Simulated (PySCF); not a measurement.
**Orbital picture of LiZn**

LDA at R = 2.578 Å; basis Li 6-31G(d,p), Zn 6-31G(d,p); no relativity; PySCF 2.14. State: ²Σ⁺ (doublet), unpaired electrons σ ↑. Only the outer orbitals are listed, counted within each symmetry.

```
spin  orbital  occ.  ε (eV)  on Li (%)            main shells (%)
   α       6σ     1  -49.87        100                   100 Li s
   α       7σ     1   -8.88          4                    98 Zn d
   α       3π     1   -8.73          1                    99 Zn d
   α       3π     1   -8.73          1                    99 Zn d
   α       1δ     1   -8.63          0                   100 Zn d
   α       1δ     1   -8.63          0                   100 Zn d
   α       8σ     1   -6.38         16           84 Zn s, 10 Li s
   α       9σ     1   -2.85         65           61 Li s, 30 Zn p
   α       4π     0   -1.93         45           55 Zn p, 44 Li p
   α       4π     0   -1.93         45           55 Zn p, 44 Li p
   α      10σ     0   -1.56         59  46 Li p, 37 Zn p, 14 Li s
   β       6σ     1  -49.69        100                   100 Li s
   β       7σ     1   -8.84          3                    98 Zn d
   β       3π     1   -8.70          1                    99 Zn d
   β       3π     1   -8.70          1                    99 Zn d
   β       1δ     1   -8.62          0                   100 Zn d
   β       1δ     1   -8.62          0                   100 Zn d
   β       8σ     1   -6.14         13                    87 Zn s
   β       9σ     0   -2.16         56           54 Li s, 38 Zn p
   β       4π     0   -1.60         33           67 Zn p, 32 Li p
   β       4π     0   -1.60         33           67 Zn p, 32 Li p
```

Question: Which are the highest filled and the lowest empty level, where do they sit, and how wide is the gap?

Answer: Highest filled α 9σ at -2.85 eV (in %: 61 Li s, 30 Zn p); lowest empty β 9σ at -2.16 eV (in %: 54 Li s, 38 Zn p); the gap at LDA is 0.69 eV.

| Item | Value |
| --- | --- |
| bond order (Mayer) | 0.86 |
| ⟨S²⟩ | 0.751 |
| charge on Li (Mulliken, basis-dependent) | -0.04 |
| charge on Li (Löwdin, basis-dependent) | -0.20 |
| dipole moment (positive dipole means Li(−)Zn(+)) | -0.37 D |
| polarisability along the bond | 272.3 bohr³ |
| polarisability across the bond | 128.7 bohr³ |

The state was picked by a PBE0 search and need not be the measured ground state.
